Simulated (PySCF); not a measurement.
**Adding and removing an electron: MoH**

PBE; basis Mo def2-TZVPPD with ECP28, H def2-TZVPPD; scalar-relativistic core potentials; PySCF 2.14. Neutral (UKS): sextet (σ ↑, π ↑↑, δ ↑↑), Re = 1.713 Å, ωe = 1774 cm⁻¹, De = 2.53 eV, HOMO -4.67 eV, LUMO -2.43 eV.

MoH⁺ (UKS): quintet (π ↑↑, δ ↑↑), Re = 1.673 Å, ωe = 1921 cm⁻¹, De = 2.15 eV to Mo⁺ (4d5) + H. The energies at the minima are -68.71669 hartree for MoH and -68.42665 for MoH⁺.

**Question.** Work out the adiabatic ionisation energy, without and with harmonic zero-point energies (1 hartree = 27.2114 eV, 1 eV = 8065.5 cm⁻¹), and the change of the bond length.

**Answer.** At PBE: 0.29004 hartree = 7.892 eV between the minima; the zero-point term (1921.0 − 1774.0)/2 cm⁻¹ = +0.009 eV makes it 7.902 eV. Re changes by -4.0 pm against the neutral. The electron leaves a σ orbital, and the shorter bond of the ion fits an antibonding orbital, or a change in how ionic the bond is.

The metal atom is held in its measured ground configuration; semilocal functionals can put another filling of s and d lower by some tenths of an eV, and De to that atom would be smaller. Spin–orbit coupling is left out, which matters for elements this heavy, above all for dissociation energies. For an ion De counts to the pair picked by the measured ionisation energies or electron affinities, which need not be the lowest pair at this level. The state is the lowest single determinant that the PBE0 search found; with open d or f shells the true ground state can be another one.
